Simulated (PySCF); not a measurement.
Method: PBE-D3(BJ)/def2-TZVP // PBE0-D3(BJ)/def2-TZVP in PySCF. Gas-phase values, no solvent. 

Reference species (SMILES): `[InH3]` (neutral, multiplicity 1).

- HOMO: -7.00 eV
- HOMO–LUMO gap: 4.35 eV

Changed species: `[BiH3]`.

### Question
Predict the effect on the HOMO and HOMO–LUMO gap.

### Answer
the HOMO rises by 0.30 eV, to -6.70 eV; the HOMO–LUMO gap rises by 1.49 eV, to 5.84 eV.
